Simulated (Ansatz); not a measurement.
Basis-set extrapolation for C2H6FNSi, SMILES `C[SiH](F)C=N` (PBE0-D4/def2-TZVP geometry, frozen core, the Gaussian-basis code of Ansatz). Multiplicity 1, RHF reference.

```csv
,def2-TZVPP,def2-QZVPP
HF,-522.217327,-522.237551
MP2 correlation,-0.906386,-0.975916
CCSD(T) correlation,-0.980848,not run
```

Energies in hartree. Use E(X) = E(∞) + A·exp(−7.88·√X) for Hartree–Fock and E(X) = E(∞) + B·X^(−2.97) for correlation, with X = 3 and 4, and add CCSD(T) minus MP2 of the smaller set to the MP2 limit.

What is the CCSD(T) energy at the basis-set limit?

HF limit: -522.237551 + (-0.020224) × 0.13774 = -522.24034. MP2 limit: -0.975916 + (-0.069530) × 0.74074 = -1.02742. Higher-order term: -0.980848 − (-0.906386) = -0.07446. Total: -523.34222 hartree, 378.2 kJ/mol below CCSD(T)/def2-TZVPP.
